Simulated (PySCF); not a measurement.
**Spinor energies of Rh³⁺ (rhodium, charge +3)**

Start: [Kr] 4d6; 4d3/2 filled at m_j = +3/2; 4d5/2 filled at m_j = -3/2, -1/2, +1/2, +3/2, +5/2. Calculated with PySCF 2.14 in x2c-TZVPall-2c (8s9p7d1f, 77 functions): generalised Hartree-Fock with the X2C-1e Hamiltonian and a Gaussian nucleus; one run each with spin-orbit coupling (SO) switched off, then screened by Boettger's factors. This is a chosen level, not necessarily the ground level.

```tsv
spinor shell	electrons	ε, spin-free (eV)	ε, screened SO (eV)	weight of nominal j (screened SO)	rms radius, screened SO (bohr)
1s1/2	2	-23379.3	-23377.7	1.000	0.0374
2s1/2	2	-3503.2	-3502.7	1.000	0.154
2p1/2	2	-3136.6	-3236.6	1.000	0.134
2p3/2	4	-3136.6	-3090.0	1.000	0.138
3s1/2	2	-691.62	-691.46	1.000	0.415
3p1/2	2	-567.99	-585.85	1.000	0.411
3p3/2	4	-567.99	-559.59	1.000	0.422
3d3/2	4	-370.54	-373.81	0.976	0.401
3d5/2	6	-370.54	-368.18	0.984	0.405
4s1/2	2	-137.17	-137.12	1.000	1.04
4p1/2	2	-99.125	-105.40	0.727	1.13
4p3/2	4	-99.125	-96.033	0.864	1.15
4d5/2	5	-47.711	-48.431	0.555	1.46
4d3/2	1	-47.711	-44.132	0.759	1.50
```

```csv
quantity,spin-free,screened SO
E (hartree),-4778.91491,-4779.66525
M_J,4,4
⟨J²⟩,20.006,20.010
⟨L²⟩,6.004,6.101
⟨S²⟩,6.002,5.957
```

Each row is a mean over spinors that exchange with the open shell spreads, by up to 10.258 eV (4p3/2).

Rows whose weight is well below 1 are mixtures of j = l ± 1/2: exchange outweighs spin-orbit coupling there, and the label is only the starting occupation.

Breit and QED terms are absent; they matter most for the inner s and p1/2 levels.

Densities and radii are taken from the X2C orbitals without a picture-change correction, which distorts them close to the nucleus.

Without spin-orbit coupling the j labels of p, d and f shells carry no meaning; the spin-free column gives the mean over the occupied spinors of each nl shell.
